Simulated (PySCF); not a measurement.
**Working out the excitation energy of Li**

Li [He] 2s1 (2S) → Li [He] 2p1 (2P). Calculation: PySCF 2.14, in x2c-TZVPPall with one added diffuse shell each of s, p type (6s4p1d, 23 functions); scalar relativity by spin-free X2C-1e. Frozen: nothing. Energies in hartree (1 hartree = 27.21139 eV):

```tsv
part	Li (lower)	Li (upper)
UHF	-7.433323	-7.362172
CCSD correlation	-0.035492	-0.035214
(T)	-0.000017	-0.000015
```

Task: What does Hartree-Fock give?

Result: (-7.362172) − (-7.433323) = 0.071151 hartree = 1.936 eV.

Task: What do CCSD and CCSD(T) give?

Result: The CCSD correlation energies differ by 0.000278 hartree = 0.008 eV and the triples by 0.000002 hartree = 0.000 eV, so CCSD gives 1.944 eV and CCSD(T) 1.944 eV.

Measured between the centres of the two terms (NIST): 1.848 eV, so CCSD(T) (valence and next inner shell) is off by 0.096 eV.

What remains against the reference includes basis incompleteness and higher excitations.
